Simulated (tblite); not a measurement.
Compound: C6H11Al.
Bonds: C1–C2, C2–C3, C3–C4 (triple), C4–Al5, Al5–C6, C6–C7. Hydrogens: H8, H9, H10 on C1; H11, H12 on C2; H13 on Al5; H14, H15 on C6; H16, H17, H18 on C7.

Computed with GFN2-xTB (tblite), gas phase: L-BFGS steps from a force-field or distance-geometry start until the largest atomic force falls under 0.01 eV/Å.

Geometry at step 35:
```
atom  x, y, z in Å
C1     -4.0202    0.2156    0.2258
C2     -2.8854   -0.7622    0.5564
C3     -1.5639   -0.2293    0.2734
C4     -0.4550    0.2336    0.0797
Al5     1.2552    0.9518   -0.4782
C6      2.8291   -0.2822   -0.5227
C7      3.9719    0.0532    0.4523
H8     -4.9716   -0.2903    0.3820
H9     -3.9884    1.0905    0.8763
H10    -3.9750    0.5465   -0.8106
H11    -2.9369   -0.9820    1.6297
H12    -3.0267   -1.6860   -0.0219
H13     1.2876    2.4591   -0.8195
H14     3.2950   -0.4844   -1.4981
H15     2.3835   -1.2497   -0.2145
H16     4.6424   -0.7968    0.5735
H17     4.5630    0.8855    0.0794
H18     3.5867    0.3333    1.4310
```

Q: What forces act on the atoms?

A: 
| atom | Fx (eV/Å) | Fy (eV/Å) | Fz (eV/Å) |
| --- | --- | --- | --- |
| C1 | -0.015 | -0.020 | 0.006 |
| C2 | -0.049 | 0.099 | 0.032 |
| C3 | -0.051 | 0.107 | -0.006 |
| C4 | -0.133 | -0.023 | -0.065 |
| Al5 | -0.127 | -0.071 | 0.004 |
| C6 | 0.070 | -0.039 | -0.020 |
| C7 | 0.071 | 0.006 | 0.012 |
| H8 | -0.029 | 0.047 | -0.004 |
| H9 | 0.080 | -0.068 | -0.098 |
| H10 | 0.069 | -0.013 | 0.044 |
| H11 | 0.015 | -0.196 | -0.094 |
| H12 | 0.049 | 0.086 | 0.166 |
| H13 | 0.094 | 0.007 | -0.011 |
| H14 | -0.088 | -0.004 | -0.053 |
| H15 | 0.024 | 0.069 | -0.007 |
| H16 | 0.035 | -0.045 | 0.037 |
| H17 | -0.003 | 0.096 | -0.014 |
| H18 | -0.010 | -0.037 | 0.071 |

The largest, 0.22 eV/Å, acts on H11; the rms over all components is 0.067 eV/Å. The forces sum to zero within rounding, as they must for an isolated molecule in no field.

Q: Give the force on H11 in Eh/bohr and in nN.

A: 0.218 eV/Å ÷ 51.422 = 0.00424 Eh/bohr, and 0.218 eV/Å × 1.602 = 0.35 nN.

Q: How far is this geometry from the end of the optimisation?

A: 0.091 eV above it, and 0.737 Å rms away after alignment. The bonds farthest from their final lengths, with half the difference of the two atoms' forces along the bond (positive lengthens):

| bond | now (Å) | final (Å) | force along bond (eV/Å) |
| --- | --- | --- | --- |
| C6–H15 | 1.109 | 1.100 | -0.04 |
| Al5–C6 | 2.000 | 2.008 | +0.07 |
| Al5–H13 | 1.546 | 1.551 | +0.04 |
| C7–H17 | 1.087 | 1.092 | +0.02 |
| C2–H12 | 1.099 | 1.095 | -0.04 |
| C1–C2 | 1.534 | 1.530 | -0.05 |

The angle farthest from its final value is C6–Al5–H13, 125.5° against 114.5°.

What follows is the cost of the whole relaxation. Hardware: one thread, Intel Xeon at 2.50 GHz (x86_64), on a shared host. Cost: 6.1 s wall, 4.0 s CPU.
